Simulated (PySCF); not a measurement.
A calculated (LC-wPBE, PySCF 2.14, aug-cc-pVDZ-DK, the spin-free X2C one-electron Hamiltonian (Gaussian nucleus)) atom or ion has these occupied shells.

```tsv
shell	electrons	orbital energy (eV)	rms radius, mean of both spins (bohr)
1s α	1	-2091.3	0.120
1s β	1	-2091.0	0.120
2s α	1	-181.42	0.566
2s β	1	-180.94	0.566
2p α	3	-131.76	0.543
2p β	3	-131.22	0.543
3s α	1	-21.543	2.04
3p α	3	-11.054	2.50
3p β	1	-7.848	2.50
```

(1) Name the element and its charge.

Results:

(1) P (phosphorus, neutral), in [Ne] 3s1 3p4, high-spin 4P determinant (an excited configuration).
